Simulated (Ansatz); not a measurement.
Basis-set extrapolation for `O[SiH2][SiH2]O` (PBE0-D4/def2-TZVP geometry, frozen core, Ansatz). Multiplicity 1, RHF reference.

|  | def2-TZVPP | def2-QZVPP |
| --- | --- | --- |
| HF | -731.261862 | -731.288023 |
| MP2 correlation | -0.730664 | -0.789823 |
| CCSD(T) correlation | -0.796875 | not run |

Energies in hartree. Use E(X) = E(∞) + A·exp(−7.88·√X) for Hartree–Fock and E(X) = E(∞) + B·X^(−2.97) for correlation, with X = 3 and 4, and add CCSD(T) minus MP2 of the smaller set to the MP2 limit.

Question: What is the CCSD(T) energy at the basis-set limit?

Answer: HF limit: -731.288023 + (-0.026161) × 0.13774 = -731.29163. MP2 limit: -0.789823 + (-0.059159) × 0.74074 = -0.83364. Higher-order term: -0.796875 − (-0.730664) = -0.06621. Total: -732.19148 hartree, 3.61 eV below CCSD(T)/def2-TZVPP.
